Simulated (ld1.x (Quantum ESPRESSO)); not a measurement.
## Transferability test, TM potential for platinum (Pt)

```json
{
  "Element": "Pt (Z = 78)",
  "Generator": "ld1.x (Quantum ESPRESSO) 7.5",
  "Type": "norm-conserving Troullier–Martins (Kleinman–Bylander form)",
  "Functional": "PBE",
  "Relativity": "fully relativistic",
  "Frozen core": "[Kr] 4d10 4f14 5s2",
  "Valence charge": "16",
  "Reference configuration": "5p6 5d9 6s0.5 6p0 (charge +0.5)",
  "Partial waves": "6s (bound): rc 1.95 bohr; 5p (bound): rc 1.70 bohr; 5d (bound): rc 1.70 bohr",
  "Local potential": "the d channel",
  "Core correction": "a·sin(br)/r model core inside 1.05 bohr"
}
```

Open shells are filled in proportion to 2j + 1 (rel_dist='average').

Energies are relative to the spin-unpolarised reference configuration 5p6 5d9 6s0.5 6p0; without spin polarisation the order of configurations can differ from experiment. The d channel is local and has no spin–orbit splitting in the pseudo-atom.

```json
{"valence configuration": "5p6 5d9 6s0 6p0", "charge": "+1", "ΔE all-electron (eV)": "5.508", "error AE − PS (meV)": "-3.2"}
{"valence configuration": "5p6 5d8 6s0 6p0", "charge": "+2", "ΔE all-electron (eV)": "25.489", "error AE − PS (meV)": "+15"}
{"valence configuration": "5p6 5d9 6s0 6p1", "charge": "0", "ΔE all-electron (eV)": "1.300", "error AE − PS (meV)": "+69"}
{"valence configuration": "5p6 5d7 6s0 6p0", "charge": "+3", "ΔE all-electron (eV)": "57.703", "error AE − PS (meV)": "+24"}
{"valence configuration": "5p6 5d8 6s1 6p1", "charge": "0", "ΔE all-electron (eV)": "2.820", "error AE − PS (meV)": "+103"}
{"valence configuration": "5p6 5d6 6s0 6p0", "charge": "+4", "ΔE all-electron (eV)": "103.335", "error AE − PS (meV)": "+13"}
```

Task: What are ΔE and the potential's error for 5p6 5d9 6s1 6p0?

Result: ΔE = -3.703 eV all-electron; the error (AE − PS) is -2.8 meV.

Levels in the configuration 5p6 5d8 6s1 6p1:

```tsv
level	all-electron (eV)	pseudo (eV)
5p j=1/2	-71.524	-71.488
5p j=3/2	-56.493	-56.454
5d j=3/2	-10.807	-9.867
5d j=5/2	-9.368	-9.867
6s j=1/2	-7.876	-7.813
6p j=1/2	-2.647	-2.867
6p j=3/2	-1.910	-1.889
```

Note: ghost state, extra bound levels that the all-electron valence spectrum of the same l lacks: s at -61.7 eV. A true bound ghost makes a file unfit for plane-wave use. The potential misses its own reference levels by up to 0.8 eV.
